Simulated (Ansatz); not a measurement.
Si₂Pt. Total charge 0; triplet. Geometry B3LYP-D4/def2-TZVP, that of the charge +1 doublet; atoms count from 1.

```xyz
3

Pt   -0.590    1.080    0.055
Si    1.228   -0.066    0.668
Si   -0.637   -1.014   -0.723
```

In the def2 sets Pt takes a core potential; there is no spin–orbit coupling. The structure comes from a short search, and lower isomers may exist.

(1) Estimate the Mulliken populations from the PBE0/def2-TZVP orbitals of Ansatz.

(2) Where does the spin sit?

(3) And the Mayer bond orders between bonded heavy atoms (over 0.3)?

Answers

(1) 
```json
{"atom": "Pt1", "charge (e)": "0.14", "spin (α − β)": "0.39", "d electrons": "8.80"}
{"atom": "Si2", "charge (e)": "-0.07", "spin (α − β)": "0.80", "d electrons": "–"}
{"atom": "Si3", "charge (e)": "-0.07", "spin (α − β)": "0.80", "d electrons": "–"}
```
Mulliken values and Mayer orders depend strongly on the basis.

(2) Summed by element: Pt 0.39, Si 1.61, of 2 unpaired in all. Largest on single atoms: Si2 0.80, Si3 0.80, Pt1 0.39.

(3) Pt1–Si2 1.40 (2.23 Å); Pt1–Si3 1.40 (2.23 Å); Si2–Si3 1.25 (2.51 Å).
